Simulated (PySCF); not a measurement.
**How the method changes the constants of MgAs⁻**

State: ³Π (triplet), unpaired electrons σ ↑, π ↑. Set-up: basis Mg aug-pcseg-1, As aug-pcseg-1; no relativity; PySCF 2.14. De refers to Mg + As⁻ in their high-spin ground configurations, without counterpoise correction. The functionals are run spin-unrestricted. A positive dipole points towards As; it is taken about the centre of mass and depends on that origin. Levels whose curve was spin-contaminated or gave no clean fit are not listed.

| Level | Re (Å) | ωe (cm⁻¹) | De (eV) | μ (D) |
| --- | --- | --- | --- | --- |
| LDA | 2.509 | 291 | 1.64 | 1.61 |
| PBE | 2.554 | 275 | 1.39 | 1.72 |
| revPBE | 2.570 | 269 | 1.28 | 1.75 |
| r²SCAN | 2.524 | 293 | 1.50 | 1.50 |
| PBE0 | 2.534 | 281 | 1.32 | 1.46 |
| BHandHLYP | 2.546 | 264 | 1.01 | 1.23 |

What does the gradient correction do here, going from LDA to PBE?

PBE less LDA: +4.5 pm in Re, -5.5 % in ωe, -0.25 eV in De. The gradient correction favours the more uneven density of free atoms, so it tends to lengthen bonds and takes away much of the overbinding of LDA; so it does here.

Spin–orbit coupling is left out. For an ion De counts to the pair picked by the measured ionisation energies or electron affinities, which need not be the lowest pair at this level. Counting both spins, an empty level lies below a filled one in some of these solutions, because spin and occupation are held. The highest Kohn–Sham level is positive in this anion. Much of that is self-interaction error, but it also means that the finite basis helps to hold the extra electron. The state was picked by a PBE0 search and need not be the measured ground state.

The whole job (state search and all levels along the bond) took about 3 min on 1 thread of Intel Xeon Platinum 8488C (shared host), peak memory 0.54 GiB.
